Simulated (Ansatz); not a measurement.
Calculated with Ansatz (gas phase, PBE0-D4/def2-TZVP geometries, no zero-point term in ΔE). CCSD(T)/CBS adds triple-zeta CCSD(T) − MP2 to the extrapolated MP2 energy (def2 sets, frozen cores). DFT in def2-TZVPP. One conformer a species, not always the lowest.

Reaction (ligand exchange at the Si–N bond): `FCN[SiH3]` + `N[SiH2]S` → `N[SiH2]S[SiH3]` + `NCF`

```tsv
level	ΔE (kcal/mol)
ωB97M-V	-5.6
PBE0	-7.1
```

Question: What does CCSD(T)/CBS give? (Best estimate.)

Answer: The calculation gave: -5.9 kcal/mol. The listed levels differ from it by 0.3, -1.2 kcal/mol.

Largest T1 diagnostic among the species: 0.011.

The D4 term adds −0.9 kcal/mol with B3LYP and −0.5 kcal/mol with PBE0; it sums over pairs of atoms, weighted by their polarisabilities, and B3LYP, whose exchange is more repulsive, gets the larger term. In def2-TZVPP, CCSD(T) changes the Hartree–Fock value by −1.9 kcal/mol (the triples alone add −0.6 kcal/mol) and MP2 by −2.6 kcal/mol.

B3LYP here is the variant with VWN-RPA as its local correlation; programs differ in this.
